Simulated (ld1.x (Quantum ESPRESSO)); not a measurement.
## Plane-wave convergence, TM potential for hafnium

ld1.x (Quantum ESPRESSO) 7.5 input, shortened:

```
&input
   title='Hf', zed=72., rel=2, dft='WC', iswitch=3,
   config='[Xe] 4f14 5d2 6s2 6p0', rel_dist='average'
 /
 &inputp
   pseudotype=2, tm=.true., lloc=0,
   nlcc=.false.
 /
3
6P  2  1   0.00   0.00  3.00  3.00  0.0
5D  3  2   2.00   0.00  2.30  2.30  0.0
6S  1  0   2.00   0.00  2.25  2.25  0.0
 &test
   configts(1)='5d2 6s2 6p0'
 /
```

Open shells are filled in proportion to 2j + 1 (rel_dist='average').

The pseudo-atom Hamiltonian at the reference potential is diagonalised in spherical Bessel functions j_l(qr) that vanish at 20 bohr, with q² up to the cutoff. All-electron valence levels (Ry): 6p1/2 -0.1214, 6p3/2 -0.0917, 5d3/2 -0.2200, 5d5/2 -0.1870, 6s -0.3781.

Question: How do the lowest levels (Ry) of each channel move with the cutoff, and are there ghosts?

Answer:

| cutoff (Ry) | p1/2 #1 | p3/2 #1 | p3/2 #2 | d3/2 #1 | d3/2 #2 | d5/2 #1 | s #1 | f #1 | Σ f·Δε (mRy) |
| --- | --- | --- | --- | --- | --- | --- | --- | --- | --- |
| 8 | -0.1210 | -0.0896 | 0.0480 | -0.0285 | 0.0680 | -0.0297 | -0.3651 | 0.1035 | 367.9 |
| 10 | -0.1211 | -0.0909 | 0.0477 | -0.0742 | 0.0619 | -0.0714 | -0.3707 | 0.1035 | 270.1 |
| 15 | -0.1213 | -0.0915 | 0.0475 | -0.1694 | 0.0564 | -0.1500 | -0.3762 | 0.1035 | 88.6 |
| 18 | -0.1213 | -0.0916 | 0.0475 | -0.2048 | 0.0553 | -0.1767 | -0.3764 | 0.1035 | 28.0 |
| 21 | -0.1213 | -0.0916 | 0.0475 | -0.2144 | 0.0551 | -0.1834 | -0.3767 | 0.1035 | 11.6 |
| 25 | -0.1214 | -0.0916 | 0.0475 | -0.2182 | 0.0549 | -0.1859 | -0.3772 | 0.1035 | 4.3 |
| 35 | -0.1214 | -0.0917 | 0.0475 | -0.2200 | 0.0549 | -0.1869 | -0.3778 | 0.1035 | 0.6 |
| 40 | -0.1214 | -0.0917 | 0.0475 | -0.2200 | 0.0549 | -0.1869 | -0.3779 | 0.1035 | 0.5 |
| 400 | -0.1214 | -0.0917 | 0.0475 | -0.2200 | 0.0549 | -0.1870 | -0.3781 | 0.1035 | 0.0 |

Result: no extra level below or beside the all-electron valence levels (p1/2, p3/2, d3/2, d5/2, s, f tested); 10 mRy is reached at 25 Ry and 1 mRy at 30 Ry.
